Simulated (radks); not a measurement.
Results of a calculation; reference values are marked as such.
Initial-state core-level shifts of the phosphorus ion P2+ when its valence configuration changes from [Ne] 3s2 3p1. Level of theory: scalar-relativistic Kohn-Sham, PBEsol, spin-polarised, spherical densities, point nucleus; open shells are filled with parallel spins first (a radial shooting solver on a logarithmic mesh with Libxc functionals). Shifts are changes of the shell-averaged eigenvalues in eV (positive: less bound).

| valence | 1s | 2s | 2p |
|---|---|---|---|
| 3p3 | -2.110 | -2.185 | -2.139 |
| 3s1 3p2 | -0.801 | -0.871 | -0.845 |
| 3s1.5 3p1.5 | -0.484 | -0.508 | -0.496 |
| 3s0.5 3p2.5 | -1.460 | -1.532 | -1.496 |
